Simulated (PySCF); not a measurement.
sulfur difluoride (F$_{2}$S), singlet, at a GFN2-xTB geometry; B3LYP/def2-SVP (PySCF).

Input for PySCF:
```python
from pyscf import gto, scf, dft

mol = gto.Mole()
mol.atom = '''
    F    -1.22261386   -0.51635383   -0.00299560
    S    -0.00426607    0.57046599   -0.00656447
    F     1.23019799   -0.49780793    0.01466578
'''
mol.basis = 'def2-svp'
mol.verbose = 4
mol.build()

mf = dft.RKS(mol)
mf.xc = 'b3lyp'
mf.damp = 0.5
mf.diis_start_cycle = 5
mf.kernel()
mf.analyze()
```

It wrote (shortened):

```
PySCF version 2.14.0

[INPUT] verbose = 4
[INPUT] num. atoms = 3
[INPUT] num. electrons = 34
[INPUT] charge = 0
[INPUT] spin (= nelec alpha-beta = 2S) = 0
[INPUT] symmetry False subgroup None
[INPUT] Mole.unit = angstrom
[INPUT] Symbol           X                Y                Z      unit          X                Y                Z       unit  Magmom
[INPUT]  1 F     -1.222613860000  -0.516353830000  -0.002995600000 AA   -2.310405351497  -0.975767322070  -0.005660863579 Bohr   0.0
[INPUT]  2 S     -0.004266070000   0.570465990000  -0.006564470000 AA   -0.008061703928   1.078024484479  -0.012405050453 Bohr   0.0
[INPUT]  3 F      1.230197990000  -0.497807930000   0.014665780000 AA    2.324737280090  -0.940720650337   0.027714307603 Bohr   0.0

nuclear repulsion = 110.821003684029
number of shells = 20
number of NR pGTOs = 84
number of NR cGTOs = 46
basis = def2-svp
ecp = {}

******** <class 'pyscf.dft.rks.RKS'> ********
method = RKS
initial guess = minao
damping factor = 0.5
level_shift factor = 0
DIIS = <class 'pyscf.scf.diis.CDIIS'>
diis_start_cycle = 5
diis_space = 8
diis_damp = 0
SCF conv_tol = 1e-09
SCF conv_tol_grad = None
SCF max_cycles = 50
direct_scf = True
direct_scf_tol = 1e-13
XC library pyscf.dft.libxc version 7.1.2
    S. Lehtola, C. Steigemann, M. J. T. Oliveira, and M. A. L. Marques,  SoftwareX 7, 1–5 (2018)
XC functionals = b3lyp
    P. J. Stephens, F. J. Devlin, C. F. Chabalowski, and M. J. Frisch,  J. Phys. Chem. 98, 11623 (1994)
radial grids:
    Treutler-Ahlrichs [JCP 102, 346 (1995); DOI:10.1063/1.469408] (M4) radial grids

becke partition: Becke, JCP 88, 2547 (1988); DOI:10.1063/1.454033
pruning grids: <function nwchem_prune>
grids dens level: 3
symmetrized grids: False
atomic radii adjust function: <function treutler_atomic_radii_adjust>
small_rho_cutoff = 0
Set gradient conv threshold to 3.16228e-05
Initial guess from minao.
tot grids = 47408
init E= -597.761367720668
  HOMO = -0.237396312406389  LUMO = -0.0977134330666023  gap/eV = 3.80096
cycle= 1 E= -597.446849248341  delta_E= 0.315  |g|= 0.706  |ddm|= 2.02
  HOMO = -0.260521392615698  LUMO = -0.0975179349819411  gap/eV = 4.43555
cycle= 2 E= -597.524506310656  delta_E= -0.0777  |g|= 0.259  |ddm|= 0.599
  HOMO = -0.258286034020657  LUMO = -0.0838133585403344  gap/eV = 4.74764
cycle= 3 E= -597.534420251916  delta_E= -0.00991  |g|= 0.101  |ddm|= 0.218
  HOMO = -0.258885058425621  LUMO = -0.0791354914501472  gap/eV = 4.89123
cycle= 4 E= -597.535997297762  delta_E= -0.00158  |g|= 0.039  |ddm|= 0.0864
  HOMO = -0.256371131145253  LUMO = -0.0712230294171623  gap/eV = 5.03814
cycle= 5 E= -597.535525529067  delta_E= 0.000472  |g|= 0.0657  |ddm|= 0.0666
  HOMO = -0.258263387225546  LUMO = -0.072964141396695  gap/eV = 5.04225
cycle= 6 E= -597.533955308288  delta_E= 0.00157  |g|= 0.116  |ddm|= 0.112
  HOMO = -0.257217318533926  LUMO = -0.0717775915689991  gap/eV = 5.04607
cycle= 7 E= -597.536274053995  delta_E= -0.00232  |g|= 0.000493  |ddm|= 0.0713
  HOMO = -0.257299070100994  LUMO = -0.0718531301084169  gap/eV = 5.04624
cycle= 8 E= -597.536274094495  delta_E= -4.05e-08  |g|= 9.67e-05  |ddm|= 0.000471
  HOMO = -0.257273640980374  LUMO = -0.0718273213856309  gap/eV = 5.04625
cycle= 9 E= -597.536274096808  delta_E= -2.31e-09  |g|= 1.92e-05  |ddm|= 0.000168
  HOMO = -0.257277706861641  LUMO = -0.071830029762761  gap/eV = 5.04629
cycle= 10 E= -597.536274096903  delta_E= -9.53e-11  |g|= 1.34e-06  |ddm|= 2.48e-05
  HOMO = -0.257277681870564  LUMO = -0.0718301494056393  gap/eV = 5.04628
Extra cycle  E= -597.536274096903  delta_E= 7.96e-13  |g|= 8.91e-07  |ddm|= 3.09e-06
converged SCF energy = -597.536274096903
**** SCF Summaries ****
Total Energy =                        -597.536274096902616
Nuclear Repulsion Energy =             110.821003684028824
One-electron Energy =                -1048.188678084439289
Two-electron Energy =                  339.831400303507849
Two-electron Coulomb Energy =          386.441538758649074
DFT Exchange-Correlation Energy =      -46.610138455141197
HOMO-LUMO gap [eV] =                     5.046284392359543
**** MO energy ****
MO #1   energy= -88.9834162135232  occ= 2
MO #2   energy= -24.7193191067998  occ= 2
MO #3   energy= -24.7192419537623  occ= 2
MO #4   energy= -8.06833979403892  occ= 2
MO #5   energy= -6.04126290497978  occ= 2
MO #6   energy= -6.03687737175219  occ= 2
MO #7   energy= -6.02127486404548  occ= 2
MO #8   energy= -1.22857702114667  occ= 2
MO #9   energy= -1.18758161091466  occ= 2
MO #10  energy= -0.732193044593385 occ= 2
MO #11  energy= -0.549537943588156 occ= 2
MO #12  energy= -0.510664371414099 occ= 2
MO #13  energy= -0.490894389963169 occ= 2
MO #14  energy= -0.443981354666651 occ= 2
MO #15  energy= -0.431351808607547 occ= 2
MO #16  energy= -0.425362446391734 occ= 2
MO #17  energy= -0.257277681870564 occ= 2
MO #18  energy= -0.0718301494056393 occ= 0
MO #19  energy= -0.0288987448944673 occ= 0
MO #20  energy= 0.299831424673524  occ= 0
MO #21  energy= 0.551726301504737  occ= 0
MO #22  energy= 0.580832690721349  occ= 0
MO #23  energy= 0.581459131697384  occ= 0
MO #24  energy= 0.592697237016808  occ= 0
MO #25  energy= 0.624900409063486  occ= 0
 ** Mulliken pop on meta-lowdin orthogonal AOs  **
 ** Mulliken pop  **
 ** Mulliken atomic charges  **
charge of    0F =     -0.35162
charge of    1S =      0.70325
charge of    2F =     -0.35162
Dipole moment(X, Y, Z, Debye): -0.01191,  1.59211, -0.01832
```
